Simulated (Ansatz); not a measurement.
**Question.** Name a neutral molecule of C, F, N, Si and H with HOMO–LUMO gap (PBE/def2-TZVPP) between 3.60 and 3.90 eV and HOMO energy (PBE0/def2-TZVPP) between -7.30 and -7.00 eV (Ansatz, PBE0-D4/def2-TZVP geometry).

**Answer.** `N=C[SiH](N)F` (3.60 eV, -7.29 eV); `FC/C=N\[SiH3]` (3.62 eV, -7.06 eV); `C[SiH](F)C=N` (3.69 eV, -7.27 eV). Other molecules can fit too; these were computed, each in one conformer that needn't be the lowest.
